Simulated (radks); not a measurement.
The numbers below are computed, except where a source is named.
Question: Radial electron density D(r) = 4 pi r^2 rho(r) of an atom or ion with 30 electrons. Level of theory: scalar-relativistic Kohn-Sham, LDA (Slater exchange, VWN5 correlation), spin-polarised, spherical densities, finite nucleus; Fermi nuclear charge, rms radius of each element as measured or else 0.836 A^(1/3) + 0.57 fm (a radial shooting solver on a logarithmic mesh with Libxc functionals).

r (bohr),D(r) (e/bohr)
0.001054,5.786
0.001188,6.998
0.00134,8.444
0.001511,10.16
0.001703,12.19
0.001921,14.58
0.002165,17.36
0.002442,20.59
0.002753,24.30
0.003104,28.53
0.0035,33.28
0.003946,38.57
0.004449,44.34
0.004976,50.12
0.00561,56.61
0.006326,63.25
0.007132,69.83
0.008042,76.07
0.009067,81.65
0.01022,86.23
0.01153,89.50
0.013,91.23
0.01465,91.29
0.01652,89.81
0.01863,87.16
0.021,83.98
0.02368,81.19
0.0267,79.82
0.0301,80.81
0.03394,84.78
0.03827,91.66
0.04315,100.6
0.04865,109.8
0.05485,117.1
0.06185,120.4
0.06973,118.4
0.07862,111.3
0.08864,101.4
0.09995,92.17
0.1127,86.99
0.1271,87.67
0.1433,93.06
0.1615,99.23
0.1821,101.1
0.2053,94.95
0.2297,81.75
0.259,62.65
0.292,43.33
0.3292,27.92
0.3712,17.84
0.4185,11.98
0.4718,8.278
0.532,5.390
0.5998,3.029
0.6763,1.387
0.7625,0.4979
0.8597,0.1359
0.9694,0.02737
1.093,0.003933
1.232,0.0003880

What is the nuclear charge?

Answer: Z = 68. The innermost maximum, from 1s, lies near gamma/Z bohr with gamma = sqrt(1 - (Z/c)^2) = 0.868, here 0.0128 bohr (found: 0.0139), and its height grows with Z. The density is that of the erbium ion Er38+ in [Ar] 3d10 4s2; the configuration itself is not fixed sharply by these data, and Z only to a few units. D(r) has 3 maxima, at r = 0.0139, 0.0628, 0.178 bohr, and minima at 0.0271, 0.118 bohr, inside which lie 1.94, 11.21 electrons.
